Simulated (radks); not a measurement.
O-, configuration [He] 2s2 2p5.

Method: scalar-relativistic Kohn-Sham, r2SCAN, spin-polarised, spherical densities, finite nucleus; open shells are filled with parallel spins first; meta-GGA in the generalised Kohn-Sham scheme; Fermi nuclear charge, rms radius 2.6991 fm; Watson sphere of charge +1 and radius 1.8 bohr; computed with a radial shooting solver on a logarithmic mesh with Libxc functionals.

Energy parts (hartree; the electron-nucleus part includes the sphere):
part                      energy
total                  -79.94042
kinetic                 75.58943
electron-nucleus      -188.37327
Hartree                 41.65358
exchange-correlation    -8.81017

Orbitals (lengths in bohr, moments of r in powers of bohr):
| orbital | occ. | eigenvalue (hartree) | <r> |
|---|---|---|---|
| 1s up | 1 | -18.99411 | 0.1994 |
| 1s down | 1 | -18.96690 | 0.1991 |
| 2s up | 1 | -0.93369 | 1.168 |
| 2s down | 1 | -0.86579 | 1.190 |
| 2p up | 3 | -0.35249 | 1.323 |
| 2p down | 2 | -0.28774 | 1.397 |

The highest occupied level is 2p down at -7.830 eV. Spin moment in Bohr magnetons: 1. The spin density at the nucleus is 0.0600 e/bohr^3 (1s -0.2974, 2s 0.3574). Summed over all electrons, <r^2> = 15.63 bohr^2, which gives a Langevin (diamagnetic) susceptibility term of -12.4 x 10^-6 cm^3/mol.
